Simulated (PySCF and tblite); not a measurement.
Results of a calculation; reference values are marked as such.
C₈H₁₄O, numbered as in [CH3:1][O:2][C@@H:3]1[CH2:4][CH2:5][C:6]2([CH2:7][CH2:8]2)[CH2:9]1. The ensemble was built from 90 distance-geometry starts (ETKDG, MMFF94s, GFN2-xTB) and rests on GFN2-xTB geometries. Weights use PBE0-D3(BJ)/pcSseg-1 energies plus GFN2-xTB zero-point and thermal terms (modes under about 100 cm⁻¹ blended into free rotors). Symmetry numbers and mirror images are counted. Conformers within 3 kcal/mol (GFN2-xTB free energy) were kept, 10 at most. GIAO shieldings: PBE0/pcSseg-1. Shifts are against TMS (¹H), TMS (¹³C) at the same level; of two unlike H on one atom, a is the less shielded. Programs: PySCF with density fitting and tblite.

Torsions listed: C1–O2–C3–C4. The 5-ring runs over atoms 3–4–5–6–9.

```tsv
conformer	shape	point group	mirror pair	ΔE(DFT)	Δ(G−E) at 273.15 K	δ H4b (ppm)
1	5-ring between envelope and twist (ring torsions -40, 34, -15, -10, 30°); -80°	C1	no	0.00	0.00	1.45
2	5-ring envelope (ring torsions -36, 38, -25, 3, 21°); -167°	C1	no	0.18	0.03	2.10
3	5-ring between envelope and twist (ring torsions 33, -15, -10, 30, -39°); -172°	C1	no	0.60	0.10	2.01
4	5-ring between envelope and twist (ring torsions 33, -15, -10, 30, -39°); -73°	C1	no	0.64	0.07	2.17
```

Energies in kcal/mol; the thermal term leaves out symmetry numbers and mirror images.

Work out the weights at 273.15 K and the ¹H shift of H4b under fast exchange.

RT = 0.543 kcal/mol. Each conformer gets RT ln(σ/g), with σ the rotational symmetry number and g = 2 for a mirror pair: 1: σ = 1, g = 1, G = 0.00 + 0.00 + 0.00 = 0.00, 0.00 above the lowest, exp(−ΔG/RT) = 1.000; 2: σ = 1, g = 1, G = 0.18 + 0.03 + 0.00 = 0.20, 0.20 above the lowest, exp(−ΔG/RT) = 0.686; 3: σ = 1, g = 1, G = 0.60 + 0.10 + 0.00 = 0.70, 0.70 above the lowest, exp(−ΔG/RT) = 0.275; 4: σ = 1, g = 1, G = 0.64 + 0.07 + 0.00 = 0.71, 0.71 above the lowest, exp(−ΔG/RT) = 0.272. The sum is 2.232, so the weights are 44.8, 30.7, 12.3, 12.2 %. The averaged shift is 1.81 ppm. At 298.15 K it is 1.82 ppm. At 298.15 K the leading conformer alone gives 1.45 ppm and bare DFT energies give 1.83 ppm.
